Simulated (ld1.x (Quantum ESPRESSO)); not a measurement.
# Which change was made? (F, TM)

F, norm-conserving Troullier–Martins (Kleinman–Bylander form), made with ld1.x (Quantum ESPRESSO) 7.5 (LDA (PZ), scalar-relativistic). Core [He], reference 2s1.75 2p5.25. Waves: 2s (bound): rc 0.90 bohr; 2p (bound): rc 0.90 bohr. Local part: the p channel. Core correction: Bessel-smoothed model core, default radius (core density twice the valence density).

Cutoffs, loose and tight: the cutoffs (Ry, on a coarse ladder) from which the occupation-weighted sum of valence levels, in a spherical-Bessel basis at the reference potential, stays within 10 and 1 mRy of its value at 400 Ry. They do not see the model core or the augmentation charge, which bear on the density cutoff. Test errors are all-electron minus pseudo excitation energies from the reference, over the configurations 2s2 2p5; 2s2 2p4; 2s2 2p3; 2s2 2p1; 2s2 2p4.5; 2s1 2p5; 2s2 2p5.3 (two spin-polarised tests are not counted in the largest error); variants that change the core or the reference have their own tests.

The base gives: outcome: generated; cutoff, loose: 160 Ry; cutoff, tight: 260 Ry; bound ghosts: none; largest test error (meV): +428.

**Question.** After one change the result is: outcome: generated; cutoff, loose: 180 Ry; cutoff, tight: 300 Ry; bound ghosts: none; largest test error (meV): +191. Which change was it?
A. all radii but the core radius scaled by about 0.80 (s 0.72, p 0.72 bohr)
B. all radii but the core radius scaled by about 1.38 (s 1.24, p 1.24 bohr)
C. all radii but the core radius scaled by about 1.13 (s 1.02, p 1.02 bohr)
D. all radii but the core radius scaled by about 0.89 (s 0.80, p 0.80 bohr)

**Answer.** D. The others give: all radii but the core radius scaled by about 0.80 (s 0.72, p 0.72 bohr) → outcome: generated; cutoff, loose: 200 Ry; cutoff, tight: over 300 Ry; bound ghosts: none; largest test error (meV): +85 | all radii but the core radius scaled by about 1.13 (s 1.02, p 1.02 bohr) → outcome: generated; cutoff, loose: 120 Ry; cutoff, tight: 200 Ry; bound ghosts: none; largest test error (meV): +816 | all radii but the core radius scaled by about 1.38 (s 1.24, p 1.24 bohr) → outcome: generated; cutoff, loose: 90 Ry; cutoff, tight: 160 Ry; bound ghosts: none; largest test error (meV): +1729.
